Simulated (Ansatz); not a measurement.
**Setting up BH3O3 (boric acid) in Ansatz**

The species is BH3O3 (7 atoms), meant as a singlet with charge 0. SMILES: `OB(O)O`. The shape is that of a PBE0-D4/def2-TZVP optimisation.

```xyz
7

O    -1.3299   -0.2516    0.1845
B     0.0000    0.0000    0.0000
O     0.4303    1.2793   -0.2108
O     0.8997   -1.0276    0.0262
H    -1.5066   -1.1846    0.3226
H    -0.2927    1.9101   -0.2073
H     1.7993   -0.7255   -0.1152
```

Settings wanted:

* basis set: cc-pVDZ
* integral approximation: def2-universal-jkfit
* fitting correlation: aug-cc-pVTZ-rifit
* task: energy
* method: DFT
* functional: B2PLYP
* reference: RKS
* accuracy: medium
* frozen core orbitals: 4
* start density: atoms

Task: Write the Ansatz 0.2.0 input and the command.

Result: One that was run (others would do as well):

in.yaml:
```yaml
crystal:
  periodic: [false, false, false]
  atoms:
    - {symbol: O, position_ang: [-1.329950, -0.251650, 0.184550]}
    - {symbol: B, position_ang: [-0.000000, 0.000000, -0.000010]}
    - {symbol: O, position_ang: [0.430260, 1.279290, -0.210830]}
    - {symbol: O, position_ang: [0.899670, -1.027640, 0.026210]}
    - {symbol: H, position_ang: [-1.506600, -1.184610, 0.322580]}
    - {symbol: H, position_ang: [-0.292710, 1.910130, -0.207270]}
    - {symbol: H, position_ang: [1.799320, -0.725540, -0.115220]}
basis:
  gaussian:
    orbitals: cc-pVDZ
    fitting: {mean_field: def2-universal-jkfit, correlation: aug-cc-pVTZ-rifit.json}
hamiltonian: {xc: {name: B2PLYP}}
```

```bash
$ ansatz run in.yaml --threads 1 --pin off --max-ram 2610MiB --events-out events.jsonl --progress --plain --runs-dir runs
```

(Basis files named in the input come from the Basis Set Exchange and aren't shown.)

Calculated total energy: -252.28657 Eh.
